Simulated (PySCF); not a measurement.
## Spinor energies of N²⁺ (nitrogen, charge +2)

Start: [He] 2s2 2p1; 2p3/2 filled at m_j = +3/2. Calculated with PySCF 2.14 in an even-tempered Gaussian basis (19 s from 0.12 bohr⁻², ratio 2.4; 11 p from 0.16 bohr⁻², ratio 2.4; 6 d from 0.95 bohr⁻², ratio 2.6; 5 f from 1.4 bohr⁻², ratio 2.6): generalised Hartree-Fock with the X2C-1e Hamiltonian and a Gaussian nucleus; one run each with spin-orbit coupling (SO) screened by Boettger's factors, then bare. This is a chosen level, not necessarily the ground level.

```tsv
spinor shell	electrons	ε, screened SO (eV)	ε, bare SO (eV)	weight of nominal j (bare SO)	rms radius, bare SO (bohr)
1s1/2	2	-466.02	-466.02	1.000	0.264
2s1/2	2	-56.436	-56.436	1.000	1.28
2p3/2	1	-47.854	-47.851	1.000	1.24
```

```
   quantity  screened SO    bare SO
E (hartree)    -52.84679  -52.84666
        M_J          3/2        3/2
       ⟨J²⟩        3.754      3.754
       ⟨L²⟩        2.002      2.002
       ⟨S²⟩        0.751      0.751
```

Each row is a mean over spinors that exchange with the open shell spreads, by up to 4.605 eV (2s1/2).
